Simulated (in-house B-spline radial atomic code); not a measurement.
A calculation on S6+ (an excited or competing configuration): its settings, and results tabulated from the run. Computed with a radial B-spline atomic code at the basis-set limit: non-relativistic B3LYP, spin-polarised, spherical fractional occupations, exact exchange averaged over the configuration, point nucleus.

Command:
```bash
python run_scf.py task.json out
```
Settings:
```
Z                16
configuration    [He] 2s1 2p6 3s1
hamiltonian      nr
method           b3lyp
spin_polarised   True
exact_exchange   averaged over the configuration
```

Output (hartree, bohr):
```
 radial grid: 42 intervals, B-splines of order 8, outer radius 10.2985 bohr

 iter        energy (Eh)    residual
    1        -372.678544    8.63e-01
    2        -379.082910    2.83e-01
    3        -379.641100    9.93e-02
    4        -379.718403    3.52e-02
    5        -379.728617    1.07e-02
    6        -379.729664    1.39e-04
    7        -379.729664    7.92e-06
    8        -379.729664    6.34e-08

 total energy                      -379.72966
 kinetic                             379.2925
 electron-nucleus                   -858.3938
 Hartree                             121.2725
 exact exchange                       -4.2345
 exchange-correlation                -17.6663

 orbital      occ     eigenvalue          <r>       <r^2>       <1/r>     <1/r^2>       <r^4>       r_max
 1s up      1.000       -94.1351    0.0971699   0.0126916     15.5722     489.578 0.000415067     0.06367
 1s down    1.000       -94.0026    0.0972411   0.0127084     15.5603     488.879 0.000415892     0.06373
 2s up      1.000       -12.6097     0.466112     0.25695     3.14271     40.7352    0.116482      0.3837
 2p up      3.000       -10.6302     0.424119    0.222346     3.05142     12.9302    0.102175      0.3194
 2p down    3.000       -10.4213     0.425076    0.223649     3.04963     12.9355    0.103708      0.3188
 3s up      1.000        -3.8658       1.3113     1.95076     1.07123     7.05547     5.65369       1.199
```

Cost of the run: 0.04 s on 1 thread of Intel(R) Xeon(R) 6975P-C, with other jobs on the host.
